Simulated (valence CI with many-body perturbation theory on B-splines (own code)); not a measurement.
## Forbidden lines of Lu⁶³⁺

Method: configuration interaction combined with many-body perturbation theory (CI+MBPT): six valence electrons over a frozen Dirac-Fock core [He], a basis of 9 s, 9 p, 8 d, 6 f, 3 g, 1 h functions for each j, with the one-electron correlation potential Σ1 (screened to all orders), the two-electron term Σ2, the three-electron term Σ3, Breit, model QED; selected single and double excitations, second order for the rest, scaled by the run's own slope (own B-spline code, finite nucleus).

No measured spectrum was set against this ion. As an estimate, large intervals hold to a few tenths of a per cent, small ones and those within an open d or f shell to about a per cent. Among the levels kept, up to 2200 cm⁻¹ of a level comes from second order outside the variational space, and about a tenth of that is noise between levels of different J, which matters for small intervals.

Lines 1 to 50 of 57 in falling wavelength, among levels below 9623.8 eV, chosen from the decays that carry over 1 % of a level's rate. Wavelengths and rates use the calculated energies. Electric multipoles are in the length gauge with retardation, E1 and E2 with the static RPA response of the core. M1 uses the relativistic operator with retardation. Weak lines are less certain than strong ones. Lines between different terms over intervals too small for the method are left out, as are lines whose strength nearly cancels. The highest levels of a list are the least certain.

Levels are named by their leading jj configuration (3d3/2^4 stands for four electrons in 3d with j = 3/2), which in mixed levels can hold well under half, so a name can repeat and another be missing. Letters in brackets count levels of one name in rising energy.

| λ vac (nm) | Upper | Lower | Type | A (s⁻¹) | Branch % |
| --- | --- | --- | --- | --- | --- |
| 21.66 | (2s^2 2p1/2^2 2p3/2^2) J=0 | (2s^2 2p1/2^2 2p3/2^2) J=2 | E2 | 7.45e+01 | 100.0 |
| 1.128 | (2s^2 2p1/2 2p3/2^3) J=1 | (2s^2 2p1/2^2 2p3/2^2) J=0 | M1 | 4.23e+09 | 26.1 |
| 1.091 | (2s^2 2p1/2 2p3/2^2 3p1/2) J=1 [a] | (2s^2 2p1/2^2 2p3/2 3p1/2) J=1 | M1 | 1.15e+10 | 1.9 |
| 1.085 | (2s^2 2p1/2 2p3/2^2 3p1/2) J=2 [a] | (2s^2 2p1/2^2 2p3/2 3p1/2) J=2 | M1 | 1.12e+10 | 1.0 |
| 1.073 | (2s^2 2p1/2 2p3/2^3) J=1 | (2s^2 2p1/2^2 2p3/2^2) J=2 | M1 | 1.19e+10 | 73.6 |
| 1.055 | (2s^2 2p1/2 2p3/2^3) J=2 | (2s^2 2p1/2^2 2p3/2^2) J=2 | M1 | 7.16e+09 | 98.7 |
| 1.055 | (2s^2 2p1/2 2p3/2^3) J=2 | (2s^2 2p1/2^2 2p3/2^2) J=2 | E2 | 7.64e+07 | 1.1 |
| 1.035 | (2s^2 2p3/2^4) J=0 | (2s^2 2p1/2 2p3/2^3) J=1 | M1 | 3.01e+10 | 56.8 |
| 0.1550 | (2s^2 2p1/2^2 2p3/2 3p1/2) J=2 | (2s^2 2p1/2^2 2p3/2^2) J=0 | E2 | 3.80e+11 | 20.3 |
| 0.1546 | (2s^2 2p1/2 2p3/2^2 3p1/2) J=1 [a] | (2s^2 2p1/2 2p3/2^3) J=2 | E2 | 2.06e+11 | 34.4 |
| 0.1545 | (2s^2 2p1/2 2p3/2^2 3p1/2) J=2 [a] | (2s^2 2p1/2 2p3/2^3) J=2 | E2 | 2.33e+10 | 2.1 |
| 0.1545 | (2s^2 2p1/2 2p3/2^2 3p1/2) J=2 [a] | (2s^2 2p1/2 2p3/2^3) J=2 | M1 | 1.65e+10 | 1.5 |
| 0.1543 | (2s^2 2p1/2 2p3/2^2 3p1/2) J=1 [a] | (2s^2 2p1/2 2p3/2^3) J=1 | E2 | 2.05e+11 | 34.2 |
| 0.1543 | (2s^2 2p1/2 2p3/2^2 3p1/2) J=1 [a] | (2s^2 2p1/2 2p3/2^3) J=1 | M1 | 2.74e+10 | 4.6 |
| 0.1542 | (2s^2 2p1/2 2p3/2^2 3p1/2) J=3 | (2s^2 2p1/2 2p3/2^3) J=2 | E2 | 1.20e+12 | 79.8 |
| 0.1541 | (2s^2 2p1/2 2p3/2^2 3p1/2) J=2 [a] | (2s^2 2p1/2 2p3/2^3) J=1 | E2 | 9.66e+11 | 88.9 |
| 0.1539 | (2s^2 2p1/2^2 2p3/2 3p1/2) J=1 | (2s^2 2p1/2^2 2p3/2^2) J=2 | E2 | 1.03e+12 | 89.0 |
| 0.1539 | (2s^2 2p1/2^2 2p3/2 3p1/2) J=1 | (2s^2 2p1/2^2 2p3/2^2) J=2 | M1 | 2.72e+10 | 2.4 |
| 0.1539 | (2s^2 2p1/2^2 2p3/2 3p1/2) J=2 | (2s^2 2p1/2^2 2p3/2^2) J=2 | E2 | 1.41e+12 | 75.3 |
| 0.1538 | (2s^2 2p1/2 2p3/2^2 3p1/2) J=3 | (2s^2 2p1/2 2p3/2^3) J=1 | E2 | 1.99e+11 | 13.3 |
| 0.1535 | (2s^2 2p1/2 2p3/2^2 3p1/2) J=2 [b] | (2s^2 2p1/2 2p3/2^3) J=2 | E2 | 6.69e+11 | 28.8 |
| 0.1533 | (2s^2 2p1/2 2p3/2^2 3p1/2) J=1 [b] | (2s^2 2p1/2 2p3/2^3) J=2 | E2 | 5.37e+11 | 41.2 |
| 0.1533 | (2s^2 2p1/2 2p3/2^2 3p1/2) J=1 [b] | (2s^2 2p1/2 2p3/2^3) J=2 | M1 | 1.45e+10 | 1.1 |
| 0.1531 | (2s^2 2p1/2 2p3/2^2 3p1/2) J=2 [b] | (2s^2 2p1/2 2p3/2^3) J=1 | E2 | 1.29e+11 | 5.6 |
| 0.1529 | (2s^2 2p1/2 2p3/2^2 3p1/2) J=1 [b] | (2s^2 2p1/2 2p3/2^3) J=1 | E2 | 5.39e+11 | 41.3 |
| 0.1524 | (2s^2 2p1/2 2p3/2^2 3p1/2) J=0 | (2s^2 2p1/2 2p3/2^3) J=2 | E2 | 1.06e+12 | 47.7 |
| 0.1485 | (2s^2 2p1/2 2p3/2^2 3p3/2) J=0 | (2s^2 2p1/2 2p3/2^3) J=2 | E2 | 3.30e+11 | 14.3 |
| 0.1484 | (2s^2 2p1/2 2p3/2^2 3p3/2) J=3 [a] | (2s^2 2p1/2 2p3/2^3) J=2 | E2 | 1.82e+11 | 7.6 |
| 0.1484 | (2s^2 2p1/2^2 2p3/2 3p3/2) J=2 | (2s^2 2p1/2^2 2p3/2^2) J=0 | E2 | 4.08e+11 | 23.7 |
| 0.1481 | (2s^2 2p1/2 2p3/2^2 3p3/2) J=3 [a] | (2s^2 2p1/2 2p3/2^3) J=1 | E2 | 1.98e+11 | 8.2 |
| 0.1481 | (2s^2 2p1/2 2p3/2^2 3p3/2) J=4 | (2s^2 2p1/2 2p3/2^3) J=2 | E2 | 3.82e+11 | 15.9 |
| 0.1481 | (2s^2 2p1/2 2p3/2^2 3p3/2) J=3 [b] | (2s^2 2p1/2 2p3/2^3) J=2 | E2 | 2.34e+11 | 10.0 |
| 0.1479 | (2s^2 2p1/2 2p3/2^2 3p3/2) J=2 [a] | (2s^2 2p1/2 2p3/2^3) J=1 | E2 | 2.93e+11 | 1.2 |
| 0.1479 | (2s^2 2p1/2^2 2p3/2 3p3/2) J=3 | (2s^2 2p1/2^2 2p3/2^2) J=2 | E2 | 7.82e+11 | 41.8 |
| 0.1478 | (2s^2 2p1/2^2 2p3/2 3p3/2) J=1 | (2s^2 2p1/2^2 2p3/2^2) J=2 | E2 | 7.95e+11 | 41.8 |
| 0.1478 | (2s^2 2p1/2 2p3/2^2 3p3/2) J=1 [a] | (2s^2 2p1/2 2p3/2^3) J=1 | E2 | 3.89e+11 | 1.8 |
| 0.1477 | (2s^2 2p1/2 2p3/2^2 3p3/2) J=3 [b] | (2s^2 2p1/2 2p3/2^3) J=1 | E2 | 1.83e+11 | 7.8 |
| 0.1474 | (2s^2 2p1/2 2p3/2^2 3p3/2) J=1 [b] | (2s^2 2p1/2 2p3/2^3) J=2 | E2 | 7.30e+11 | 4.5 |
| 0.1473 | (2s^2 2p1/2 2p3/2^2 3p3/2) J=2 [b] | (2s^2 2p1/2 2p3/2^3) J=2 | E2 | 1.04e+12 | 25.2 |
| 0.1471 | (2s^2 2p1/2 2p3/2^2 3p3/2) J=1 [b] | (2s^2 2p1/2 2p3/2^3) J=1 | E2 | 3.84e+11 | 2.4 |
| 0.1470 | (2s^2 2p1/2 2p3/2^2 3p3/2) J=2 [b] | (2s^2 2p1/2 2p3/2^3) J=1 | E2 | 3.12e+11 | 7.6 |
| 0.1469 | (2s^2 2p1/2^2 2p3/2 3p3/2) J=0 | (2s^2 2p1/2^2 2p3/2^2) J=2 | E2 | 2.05e+12 | 51.6 |
| 0.1469 | (2s^2 2p1/2 2p3/2^2 3p3/2) J=1 [c] | (2s^2 2p1/2 2p3/2^3) J=2 | E2 | 6.34e+10 | 1.3 |
| 0.1466 | (2s^2 2p1/2 2p3/2^2 3p3/2) J=1 [c] | (2s^2 2p1/2 2p3/2^3) J=1 | E2 | 8.41e+10 | 1.7 |
| 0.1444 | (2s^2 2p1/2^2 2p3/2 3d5/2) J=4 | (2s^2 2p1/2^2 2p3/2^2) J=2 | M2 | 4.82e+10 | 36.4 |
| 0.1444 | (2s^2 2p1/2^2 2p3/2 3d5/2) J=4 | (2s^2 2p1/2^2 2p3/2^2) J=2 | E3 | 3.56e+09 | 2.7 |
| 0.1302 | (2s^2 2p1/2 2p3/2^2 3p3/2) J=0 | (2s^2 2p1/2^2 2p3/2^2) J=2 | E2 | 9.07e+11 | 39.4 |
| 0.1301 | (2s^2 2p1/2 2p3/2^2 3p3/2) J=3 [a] | (2s^2 2p1/2^2 2p3/2^2) J=2 | E2 | 4.43e+11 | 18.4 |
| 0.1300 | (2s^2 2p1/2 2p3/2^2 3p3/2) J=2 [b] | (2s^2 2p1/2^2 2p3/2^2) J=0 | E2 | 2.34e+11 | 5.7 |
| 0.1300 | (2s^2 2p1/2 2p3/2^2 3p3/2) J=2 [a] | (2s^2 2p1/2^2 2p3/2^2) J=2 | E2 | 3.33e+11 | 1.4 |
